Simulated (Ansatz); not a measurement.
Relaxation of CH$_{4}$BClSi (8 atoms, charge 0, multiplicity 1), to a largest force component of 0.015 eV/Å in at most 40 steps.

Computed with RKS PBE-D4/cc-pVDZ in Ansatz.

```xyz
8
Properties=species:S:1:pos:R:3:forces:R:3
B -0.739 1.520 -0.263 0.06 -0.11 0.02
Si 0.431 0.204 0.472 0.34 -0.79 0.09
C 0.492 -1.521 0.022 -0.83 0.78 -0.55
Cl -0.557 -2.198 -1.179 -0.03 -0.17 -0.08
H -1.516 1.235 -1.092 -0.66 -0.38 -0.75
H -0.714 2.639 0.092 0.13 0.93 0.40
H 1.454 0.391 1.511 0.44 0.24 0.49
H 1.149 -2.270 0.437 0.56 -0.51 0.39
```

Task: Where does it end, and by what steps?

Result: It converged. After 6 steps the energy has fallen by 0.105 eV; H7 moved furthest, 0.07 Å.

```csv
step,energy less start (eV),largest force component (eV/Å),accepted
0,0.0000,0.935,yes
1,-0.0936,0.413,yes
2,-0.0677,0.524,no
3,-0.0984,0.313,yes
4,-0.0918,0.287,no
5,-0.1051,0.077,yes
6,-0.1054,0.007,yes
```

```xyz
8
Properties=species:S:1:pos:R:3
B -0.746 1.528 -0.267
Si 0.462 0.190 0.498
C 0.461 -1.516 -0.003
Cl -0.575 -2.209 -1.203
H -1.532 1.177 -1.121
H -0.714 2.682 0.103
H 1.501 0.417 1.563
H 1.142 -2.268 0.431
```

Whether the end is a true minimum wasn't checked by a vibrational analysis.

Time of the run: 25 s on 1 thread of Arm Neoverse V1, with other jobs on the host, peak memory 0.14 GiB.
